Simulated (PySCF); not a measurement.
The 9-electron isoelectronic series, spin-free X2C

Calculated with PySCF 2.14 from differences of total energies of unrestricted determinants, without spin-orbit coupling. Each ion has its own even-tempered basis scaled to its charge (19s12p6d5f4g for the first); frozen: nothing. Ionisation energies in eV, correlation energies of the ion in mhartree.

| ion | configuration | UHF | LDA | PBE | PBE0 | r2SCAN | MP2 (all electrons) | E_corr MP2 | NIST (with spin-orbit, Breit and QED) |
| --- | --- | --- | --- | --- | --- | --- | --- | --- | --- |
| Xe⁴⁵⁺ | [He] 2s2 2p5 (2P) | 7999.6 | 7996.3 | 7999.2 | 7999.8 | 8003.2 | 8001.4 | -361.8 | 7889 ± 4 (t) |
| Cs⁴⁶⁺ | [He] 2s2 2p5 (2P) | 8343.3 | 8339.9 | 8342.9 | 8343.5 | 8346.9 | 8345.1 | -362.3 | 8224 ± 4 (t) |
| Ba⁴⁷⁺ | [He] 2s2 2p5 (2P) | 8694.7 | 8691.1 | 8694.2 | 8694.8 | 8698.3 | 8696.4 | -364.8 | 8565 ± 4 (t) |
| La⁴⁸⁺ | [He] 2s2 2p5 (2P) | 9053.7 | 9050.0 | 9053.2 | 9053.8 | 9057.4 | 9055.5 | -365.0 | 8914 ± 4 (t) |
| Ce⁴⁹⁺ | [He] 2s2 2p5 (2P) | 9420.5 | 9416.6 | 9419.9 | 9420.5 | 9424.2 | 9422.3 | -367.6 | 9269 ± 4 (t) |
| Pr⁵⁰⁺ | [He] 2s2 2p5 (2P) | 9795.0 | 9790.9 | 9794.4 | 9795.0 | 9798.8 | 9796.8 | -368.3 | 9632 ± 4 (t) |
| Nd⁵¹⁺ | [He] 2s2 2p5 (2P) | 10177.4 | 10173.1 | 10176.7 | 10177.3 | 10181.2 | 10179.2 | -370.9 | 10002 ± 4 (t) |
| Pm⁵²⁺ | [He] 2s2 2p5 (2P) | 10567.6 | 10563.2 | 10566.8 | 10567.5 | 10571.5 | 10569.4 | -371.4 | 10378 ± 4 (t) |
| Sm⁵³⁺ | [He] 2s2 2p5 (2P) | 10965.7 | 10961.1 | 10964.9 | 10965.6 | 10969.6 | 10967.5 | -374.2 | 10762 ± 5 (t) |
| Eu⁵⁴⁺ | [He] 2s2 2p5 (2P) | 11371.7 | 11367.0 | 11370.9 | 11371.5 | 11375.7 | 11373.5 | -375.0 | 11153 ± 5 (t) |

Each ion has its own basis, which adds noise of up to about 0.1 % along the series.

NIST values marked (s) are semi-empirical, (t) theoretical. Open shells are high-spin determinants of the terms that Hund's rules give.

Spin-orbit coupling of the open shells is absent from the calculated values and included in NIST's; it grows fast with Z.

At high Z the X2C-1e correlation energies are inflated by the missing two-electron picture change in the 1s pairs.
